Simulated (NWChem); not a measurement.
System: C2H7FOSi; SMILES [Si](O)(F)(C)C

NWChem input:

```
start job
memory heap 200 mb stack 900 mb global 1100 mb
geometry units angstroms noautosym nocenter noautoz
  C     -1.034032     0.002240     1.593061
  Si    -0.019724     0.086709     0.031720
  C     -1.039390     0.090799    -1.540247
  O      0.929157     1.444133     0.161136
  F      0.944060    -1.219530    -0.046972
  H     -1.704451     0.865839     1.669101
  H     -0.386461     0.001827     2.476469
  H     -1.646692    -0.905900     1.621266
  H     -0.407282     0.138412    -2.435170
  H     -1.719974     0.949820    -1.564714
  H     -1.645273    -0.819711    -1.617536
  H      1.496386     1.648693    -0.595237
end
basis spherical
  C library def2-svp
  Si library def2-svp
  O library def2-svp
  F library def2-svp
  H library def2-svp
end
dft
  xc b3lyp
  iterations 150
end
property
  response 1 0.0773
end
task dft property
```

NWChem printed, in part:

```
             Northwest Computational Chemistry Package (NWChem) 7.3.0
             --------------------------------------------------------

                             Geometry "geometry" -> ""
                             -------------------------

 Output coordinates in angstroms (scale by  1.889725989 to convert to a.u.)

  No.       Tag          Charge          X              Y              Z
 ---- ---------------- ---------- -------------- -------------- --------------
    1 C                    6.0000    -1.03403200     0.00224000     1.59306100
    2 Si                  14.0000    -0.01972400     0.08670900     0.03172000
    3 C                    6.0000    -1.03939000     0.09079900    -1.54024700
    4 O                    8.0000     0.92915700     1.44413300     0.16113600
    5 F                    9.0000     0.94406000    -1.21953000    -0.04697200
    6 H                    1.0000    -1.70445100     0.86583900     1.66910100
    7 H                    1.0000    -0.38646100     0.00182700     2.47646900
    8 H                    1.0000    -1.64669200    -0.90590000     1.62126600
    9 H                    1.0000    -0.40728200     0.13841200    -2.43517000
   10 H                    1.0000    -1.71997400     0.94982000    -1.56471400
   11 H                    1.0000    -1.64527300    -0.81971100    -1.61753600
   12 H                    1.0000     1.49638600     1.64869300    -0.59523700

 Effective nuclear repulsion energy (a.u.)     254.3916681988

                              NWChem Property Module
                              ----------------------

                                 NWChem DFT Module
                                 -----------------

 Summary of "ao basis" -> "ao basis" (spherical)
 ------------------------------------------------------------------------------
       Tag                 Description            Shells   Functions and Types
 ---------------- ------------------------------  ------  ---------------------
 C                          def2-svp                 6       14   3s2p1d
 Si                         def2-svp                 8       18   4s3p1d
 O                          def2-svp                 6       14   3s2p1d
 F                          def2-svp                 6       14   3s2p1d
 H                          def2-svp                 3        5   2s1p

            General Information
            -------------------
          SCF calculation type: DFT
          Wavefunction type:  closed shell.
          No. of atoms     :    12
          No. of electrons :    50
           Alpha electrons :    25
            Beta electrons :    25
          Charge           :     0
          Spin multiplicity:     1
          Use of symmetry is: off; symmetry adaption is: off
          Maximum number of iterations: 150
          AO basis - number of functions:   109
                     number of shells:    53
          Convergence on energy requested:  1.00D-06
          Convergence on density requested:  1.00D-05
          Convergence on gradient requested:  5.00D-04

              XC Information
              --------------
                         B3LYP Method XC Potential
                     Hartree-Fock (Exact) Exchange  0.200
                        Slater Exchange Functional  0.800 local
                    Becke 1988 Exchange Functional  0.720 non-local
              Lee-Yang-Parr Correlation Functional  0.810
                  VWN I RPA Correlation Functional  0.190 local

             Grid Information
             ----------------
          Grid used for XC integration:  medium
          Radial quadrature: Mura-Knowles
          Angular quadrature: Lebedev.
          Tag              B.-S. Rad. Rad. Pts. Rad. Cut. Ang. Pts.
          ---              ---------- --------- --------- ---------
          C                   0.70       49          11.0       434
          Si                  1.10       88           8.0       590
          O                   0.60       49          10.0       434
          F                   0.50       49          10.0       434
          H                   0.35       45          12.0       434
          Grid pruning is: on
          Number of quadrature shells:   599
          Spatial weights used:  Erf1

      Superposition of Atomic Density Guess
      -------------------------------------

 Sum of atomic energies:        -541.46678368

      Non-variational initial energy
      ------------------------------

 Total energy =    -543.658401
 1-e energy   =   -1252.367417
 2-e energy   =     454.317348
 HOMO         =      -0.371479
 LUMO         =       0.062902

   convergence    iter        energy       DeltaE   RMS-Dens  Diis-err
 ---------------- ----- ----------------- --------- --------- ---------
 d= 0,ls=0.0,diis     1   -544.7690382601 -7.99D+02  1.40D-02  7.95D-01
 d= 0,ls=0.0,diis     2   -544.7454677995  2.36D-02  7.07D-03  1.26D+00
 d= 0,ls=0.0,diis     3   -544.8531101748 -1.08D-01  1.05D-03  3.01D-02
 d= 0,ls=0.0,diis     4   -544.8554504691 -2.34D-03  3.68D-04  2.58D-03
 d= 0,ls=0.0,diis     5   -544.8557355616 -2.85D-04  9.29D-05  2.40D-04
  Resetting Diis
 d= 0,ls=0.0,diis     6   -544.8557610480 -2.55D-05  2.46D-05  1.27D-05
 d= 0,ls=0.0,diis     7   -544.8557621418 -1.09D-06  1.39D-05  1.14D-06
 d= 0,ls=0.0,diis     8   -544.8557620120  1.30D-07  8.47D-06  2.59D-06

         Total DFT energy =     -544.855762012018
      One electron energy =    -1257.442506819141
           Coulomb energy =      511.769852634093
    Exchange-Corr. energy =      -53.574776025798
 Nuclear repulsion energy =      254.391668198828

 Numeric. integr. density =       49.999997290397

                       DFT Final Molecular Orbital Analysis
                       ------------------------------------

 Vector   23  Occ=2.000000D+00  E=-3.486045D-01
              MO Center=  2.5D-01,  5.8D-01,  3.0D-01, r^2= 3.2D+00
   Bfn.  Coefficient  Atom+Function         Bfn.  Coefficient  Atom+Function
  ----- ------------  ---------------      ----- ------------  ---------------
    51      0.357961   4 O  py               54      0.246901   4 O  py
    52      0.240646   4 O  pz               64     -0.225059   5 F  px
     6     -0.189547   1 C  pz               55      0.173897   4 O  pz
    22     -0.162871   2 Si px               67      0.160366   5 F  px
     4      0.148368   1 C  px               36      0.130795   3 C  px

 Vector   24  Occ=2.000000D+00  E=-3.293596D-01
              MO Center=  5.7D-01,  9.5D-01,  2.3D-01, r^2= 2.3D+00
   Bfn.  Coefficient  Atom+Function         Bfn.  Coefficient  Atom+Function
  ----- ------------  ---------------      ----- ------------  ---------------
    50      0.397935   4 O  px               51     -0.330144   4 O  py
    53      0.284057   4 O  px               54     -0.244527   4 O  py
     6     -0.166563   1 C  pz               65      0.157816   5 F  py
    52      0.137845   4 O  pz               66      0.127893   5 F  pz
     9     -0.121945   1 C  pz               55      0.115600   4 O  pz

 Vector   25  Occ=2.000000D+00  E=-3.025252D-01
              MO Center= -3.3D-01,  3.1D-01, -1.5D-01, r^2= 3.5D+00
   Bfn.  Coefficient  Atom+Function         Bfn.  Coefficient  Atom+Function
  ----- ------------  ---------------      ----- ------------  ---------------
    38      0.291692   3 C  pz               52      0.239833   4 O  pz
     6      0.236703   1 C  pz               35      0.234244   3 C  s
    24     -0.226105   2 Si pz               50      0.193444   4 O  px
    41      0.190404   3 C  pz               36      0.181492   3 C  px
     3     -0.178766   1 C  s                55      0.162265   4 O  pz

 Vector   26  Occ=0.000000D+00  E= 3.395934D-02
              MO Center=  2.2D-01,  7.7D-01, -6.3D-01, r^2= 7.0D+00
   Bfn.  Coefficient  Atom+Function         Bfn.  Coefficient  Atom+Function
  ----- ------------  ---------------      ----- ------------  ---------------
    35      1.416239   3 C  s                 3      1.025581   1 C  s
   106     -0.780485  12 H  s                18     -0.723904   2 Si s
    49      0.639097   4 O  s                91     -0.584585   9 H  s
   101     -0.579283  11 H  s                96     -0.505101  10 H  s
    86     -0.484318   8 H  s                76     -0.379738   6 H  s

 Vector   27  Occ=0.000000D+00  E= 6.691491D-02
              MO Center= -2.8D-01,  5.4D-01,  3.7D-02, r^2= 7.6D+00
   Bfn.  Coefficient  Atom+Function         Bfn.  Coefficient  Atom+Function
  ----- ------------  ---------------      ----- ------------  ---------------
     3      1.524422   1 C  s                35      1.212322   3 C  s
   106      0.752505  12 H  s                76     -0.731918   6 H  s
    81     -0.685621   7 H  s                96     -0.622633  10 H  s
    18     -0.599250   2 Si s                49     -0.534293   4 O  s
    91     -0.446280   9 H  s                86     -0.365359   8 H  s

 Vector   28  Occ=0.000000D+00  E= 8.855284D-02
              MO Center= -3.9D-01,  9.4D-02, -2.9D-02, r^2= 4.9D+00
   Bfn.  Coefficient  Atom+Function         Bfn.  Coefficient  Atom+Function
  ----- ------------  ---------------      ----- ------------  ---------------
    91      0.668627   9 H  s                81      0.618749   7 H  s
    25     -0.577851   2 Si px               26      0.580308   2 Si py
    96     -0.562192  10 H  s                76     -0.507252   6 H  s
     3     -0.455380   1 C  s                63      0.404003   5 F  s
    86      0.309328   8 H  s                39     -0.278788   3 C  px

     Multipole analysis of the density
     ---------------------------------

     L   x y z        total         alpha         beta         nuclear
     -   - - -        -----         -----         ----         -------
     0   0 0 0     -0.000000    -25.000000    -25.000000     50.000000

     1   1 0 0     -0.366614      2.462894      2.462894     -5.292403
     1   0 1 0      0.319206     -3.835688     -3.835688      7.990582
     1   0 0 1     -0.454543     -1.343611     -1.343611      2.232679

     2   2 0 0    -26.679596    -87.737669    -87.737669    148.795743
     2   1 1 0      1.787462     -2.516053     -2.516053      6.819568
     2   1 0 1     -1.670568      0.068693      0.068693     -1.807954
     2   0 2 0    -29.314884    -79.125800    -79.125800    128.936716
     2   0 1 1     -1.899383     -1.128701     -1.128701      0.358019
     2   0 0 2    -26.419622   -107.127553   -107.127553    187.835483

 *** CALLING NEW AORESP DRIVER FOR CLOSED AND OPEN SHELLS ***
 Entering AOResponse driver routine

--------------------------------------------------------------------------------

          -----------------------------------------------
          Solving response equations for perturbing field
          -----------------------------------------------

 number of frequencies:     1
 frequency in a.u.:  0.7730000E-01
 Perturbing field: electric
 Using El. Dipole Length Gauge

 Setting up CPKS with frequency omega =      0.07730000 a.u.

                            NWChem Dynamic CPHF Module
                            --------------------------

    scftype = RHF
    nclosed =   25
      nopen =    0
  variables =     4200
  num. vecs =        3
  tolerance =   1.0D-04
  max. iter =   50

 SCF residual:    1.7675056486022081E-004

Iterative solution of linear equations
  No. of variables     4200
  No. of equations        3
  Maximum subspace       30
       Convergence  1.0D-04

   iter   nsub   residual    time
   ----  ------  --------  ---------
     1      3    1.54D+00      41.1
     2      6    1.48D+00      57.0
     3      9    3.36D-01      72.9
     4     12    2.11D-02      88.9
     5     15    7.62D-03     104.7
     6     18    1.60D-03     120.4
     7     21    2.65D-04     136.2
     8     24    2.27D-05     151.9

 Electric Dipole Response Matrix (nonzero elements):

              1        2        3
    1   43.9990   2.2856  -1.0269
    2    2.2856  41.4356  -0.6334
    3   -1.0269  -0.6334  49.1568

 ------------------------------------------
 average:        44.86379 + I       0.00000

 DFT Linear Response polarizability / au
 Frequency  =       0.0773000 / au
 Wavelength =     589.4353558 / nm
              X              Y              Z
 -----------------------------------------------
 X      43.9990042      2.2856091     -1.0268722
 Y       2.2856163     41.4355502     -0.6334234
 Z      -1.0268534     -0.6334239     49.1568047
 -----------------------------------------------
 Eigenvalues =      44.9886922     40.0967263     49.5059406
 Isotropic   =      44.8637864
 Anisotropic =       8.1507723
 -----------------------------------------------

 Magnetic Dipole Response Matrix (nonzero elements):
```

Level: B3LYP/def2-SVP. Coordinates come from a B3LYP/6-31G* (spherical d) optimisation. B3LYP is NWChem's, with the RPA form of VWN correlation.
